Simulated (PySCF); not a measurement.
## Shifts of the heteroatoms

Structure with atom numbers: `[OH:1][CH2:2][CH2:3][C:4]([F:5])([F:6])[F:7]`; H(Xn) means a hydrogen on atom n.

In vacuum, equivalent nuclei averaged, one conformer, non-relativistic Hamiltonian. B97-2/pcSseg-2 with gauge-including orbitals; geometry: PBE0-D3(BJ)/def2-TZVP; PySCF.

(1) Where does 19F resonate?

(2) What are the 17O shifts?

Answers

(1) 
| atoms | environment | σ (ppm) | δ (ppm) |
| --- | --- | --- | --- |
| F5/F6/F7 | fluorine of a CF3 group | 254.4 | -68.5 |

Shieldings were converted by a linear fit to measured shifts: 19F: δ = 163.32 − 0.949σ +9.6 on sp3 carbon (rms 4.2 ppm, 161 shifts, 5.7 ppm with the 8 outliers that the fit left out vs CFCl3, solution or neat liquid). Occasional misses reach two or three times the rms, and more in compound classes unlike the fitted ones.

On a 500 MHz spectrometer 19F resonates near 470.5 MHz, so 1 ppm is 470.5 Hz.

(2) 
| atoms | environment | σ (ppm) | δ (ppm) |
| --- | --- | --- | --- |
| O1 | alcohol oxygen | 296.6 | -6.9 |

Shieldings were converted by a linear fit to measured shifts: 17O (scatter 12.2 ppm rms vs liquid water, solution or neat liquid). Occasional misses reach two or three times the rms, and more in compound classes unlike the fitted ones.

On a 300 MHz spectrometer 17O resonates near 40.7 MHz, so 1 ppm is 40.7 Hz.
